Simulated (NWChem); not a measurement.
System: K, doublet

Computed with NWChem. Pople sets run with spherical d functions. Spin-unrestricted. No stability test was run on the SCF state. B3LYP is NWChem's, with the RPA form of VWN correlation.

### Question
Taking B3LYP/6-311++G** as the yardstick, which of these has the fewest basis functions while keeping “highest occupied level (eV)” within 0.2 eV of it: B3LYP/6-311G**; B3LYP/6-31G*; B3LYP/STO-3G; B3LYP/6-31+G*; B3LYP/3-21G?

### Answer
B3LYP/3-21G.
```
level             basis functions  highest occupied level (eV)
----------------  ---------------  ---------------------------
B3LYP/STO-3G                   13                        -0.48
B3LYP/3-21G                    17                        -2.91
B3LYP/6-31G*                   22                        -2.93
B3LYP/6-31+G*                  26                        -2.93
B3LYP/6-311G**                 39                        -2.90
B3LYP/6-311++G**               43                        -2.90
```

The yardstick is one finite set, not the basis-set limit.
